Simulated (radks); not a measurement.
Values are calculated unless marked as measured or tabulated.
Question: These are the eigenvalues of the occupied orbitals of an atom or ion with whole-number occupations (hartree). Level of theory: scalar-relativistic Kohn-Sham, BP86, spin-unpolarised, spherical densities, point nucleus (a radial shooting solver on a logarithmic mesh with Libxc functionals).

1s: -327.9885
2s: -41.71926
2p: -36.36602
3s: -6.75514
3p: -5.16982
3d: -2.60882

Which element is it, and in what charge state? The configuration may be excited.

Answer: Z = 29, copper, charge +4: Cu4+ in [Ar] 3d7. The list shows which subshells hold electrons but not how many an open one holds; the 1s level, -327.99 hartree, gives Z - s = 25.6 by -(Z - s)^2/2, which with screening and relativity narrows Z to a few neighbours, and the depths of the outer levels then fix element, charge and occupations together.
